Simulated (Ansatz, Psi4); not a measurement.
Input for Psi4:
```
memory 2 GB

molecule mol {
-1 1
  O     0.000000    0.311463    1.009260
  C     0.000000    0.311463   -0.210855
  H     0.000000   -0.622927   -0.798405
}

set basis cc-pvtz
set reference rks
set scf_type pk
set puream true
set d_convergence 1e-8
set dft_radial_points 99
set dft_spherical_points 590

energy('pbe0')
print_variables()
```

Write the same job for Ansatz (a first-principles code).

Several could match; the one computed here: 
Ansatz 0.2 input:
```yaml
crystal:
  periodic: [false, false, false]
  atoms:
    - {symbol: O, position_ang: [0.00000000, 0.31146300, 1.00926000]}
    - {symbol: C, position_ang: [0.00000000, 0.31146300, -0.21085500]}
    - {symbol: H, position_ang: [0.00000000, -0.62292700, -0.79840500]}
basis:
  gaussian:
    orbitals: cc-pVTZ
hamiltonian:
  xc: pbe0
total_charge: -1
accuracy: high
```

Both were run: Psi4 gave -113.741918 Eh and Ansatz -113.741918 Eh, 0.000 mEh apart.
